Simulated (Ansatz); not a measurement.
Basis sets compared for Bi2F6. Total charge 0; singlet. Geometry PBE-D4/def2-SVP. Ansatz on 4 threads of Arm Neoverse V1 on a shared host; times are rough, and most runs start from earlier orbitals.

```xyz
8

Bi    0.144   -1.812   -0.853
Bi    0.424    1.068    1.090
F    -1.337    2.128    0.948
F     1.586    2.504    0.206
F    -1.730   -2.087   -1.676
F    -0.657   -1.454    1.048
F    -0.219    0.328   -0.992
F     1.788   -0.674    0.230
```

In the def2 sets Bi takes a core potential; there is no spin–orbit coupling. Another isomer (singlet) lies 0.36 eV lower at PBE0-D4/def2-TZVP; other spin states weren't run for this one.

Binding counts from free atoms (Bi quartet, F doublet) in the same basis, without a counterpoise term.

```tsv
level	functions	energy (Eh)	HOMO (eV)	LUMO (eV)	binding per atom (eV)	wall time
PBE-D4/def2-SVP	136	-1027.5281	-7.50	-3.67	3.49	1.6 s
PBE0-D4/def2-SVP	136	-1027.4378	-9.14	-3.12	3.12	2.5 s
```

Q: Estimate the rows for PBE-D4/def2-TZVP (with forces), PBE0-D4/def2-TZVP.

A: 
| level | functions | energy (Eh) | HOMO (eV) | LUMO (eV) | binding per atom (eV) | wall time |
| --- | --- | --- | --- | --- | --- | --- |
| PBE-D4/def2-TZVP (with forces) | 286 | -1028.3338 | -8.02 | -3.99 | 3.55 | 4.7 s |
| PBE0-D4/def2-TZVP | 286 | -1028.2335 | -9.56 | -3.35 | 3.20 | 10 s |
